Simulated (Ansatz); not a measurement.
Abridged output of a molecular run in Ansatz:

```
Functional definition: HF
1678 factors; integrals over basis functions are off by at most 1.1e-3 eV
mean field evaluation 1: about -64680.3772 eV, gradient 4.0e1 eV
mean field evaluation 2: about -64680.6096 eV, gradient 4.0e1 eV
mean field evaluation 4: about -64685.2806 eV, gradient 4.2e0 eV
mean field evaluation 8: about -64685.3627 eV, gradient 3.4e-1 eV
mean field -64685.36355325 eV, -2377.1432652678 hartree, gradient 8.9e-6 eV, S^2 0.000000; 0 other end points of the search recorded, 0 dependent functions left out
13 core orbitals not correlated: weight in the atoms' cores, before any rotation towards them, 1.000 or more for the frozen orbitals, at most 0.000 for the correlated occupied ones
reference -64685.36355325 eV, -2377.1432652678 hartree; 19, 19 occupied and 252, 252 virtual orbitals, 1678 factors
second order -24.06792899 eV of doubles, -0.00000000 eV of singles
cycle   1  -24.55337800 eV  change   -4.9e-1 eV  update   1.1e-1
cycle   2  -25.20421487 eV  change   -6.5e-1 eV  update   3.0e-2
cycle   3  -25.29459135 eV  change   -9.0e-2 eV  update   1.5e-2
cycle   4  -25.28476334 eV  change    9.8e-3 eV  update   4.1e-3
cycle   5  -25.28402671 eV  change    7.4e-4 eV  update   2.1e-3
cycle   6  -25.28385114 eV  change    1.8e-4 eV  update   6.5e-4
cycle   7  -25.28350097 eV  change    3.5e-4 eV  update   2.5e-4
cycle   8  -25.28353814 eV  change   -3.7e-5 eV  update   8.5e-5
cycle   9  -25.28355057 eV  change   -1.2e-5 eV  update   3.0e-5
perturbative correction -1.06311271 eV, -0.0390686713 hartree
Total energy: -64711.71021653 eV, -2378.1114872848 hartree
```

Its atoms:

Z-matrix (Å, degrees):
```
C
B 1 1.522
As 1 2.002 2 100.5
H 1 1.091 2 116.9 3 112.9
H 1 1.090 2 116.9 3 -112.9
C 2 1.530 1 149.7 3 88.2
C 2 1.530 1 149.6 3 -88.0
H 3 1.525 1 96.3 2 -45.7
H 3 1.524 1 96.3 2 46.9
H 6 1.086 2 121.1 1 -72.8
H 6 1.087 2 119.7 1 76.1
H 7 1.086 2 121.1 1 72.8
H 7 1.087 2 119.7 1 -76.1
```

Problem. Which basis set was used?
A. cc-pV(D+d)Z
B. def2-QZVPP
C. def2-TZVPP
D. cc-pV(Q+d)Z

Solution. C. It gives 284 functions.

Problem. Write the keys of the input that set method, charge and spin (a neutral closed shell needs none for the last two).

Solution. 
```yaml
correlation: {method: ccsd_t}
```
